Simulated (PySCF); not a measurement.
Constitutional and geometric isomers with formula C2H4S2. All species are isolated molecules in the gas phase. One relaxed conformer stands for each flexible species; it need not be the lowest. Strings in code marks are SMILES.

Quantity: electronic energy of isomers of C2H4S2 relative to `CC(=S)S` (S–C–S–H torsion 0°), in eV.

Case: `S=CCS` (S–C–C–S torsion 113°, C–C–S–H torsion 76°). Geometry of `S=CCS` (neutral, multiplicity 1, Å):

```xyz
8

S      2.4009    -0.1291    -0.6303
C      0.9809    -0.3059     0.1354
C     -0.2002     0.5934    -0.0126
S     -1.5563    -0.3377    -0.8399
H      0.8206    -1.1557     0.8178
H     -0.5612     0.9653     0.9576
H      0.0293     1.4431    -0.6672
H     -1.9139    -1.0734     0.2392
```

Q: Predict the electronic energy of isomers of C2H4S2 relative to `CC(=S)S` (S–C–S–H torsion 0°) from PBE-D3(BJ)/def2-TZVP (PySCF).

A: 0.60 eV.
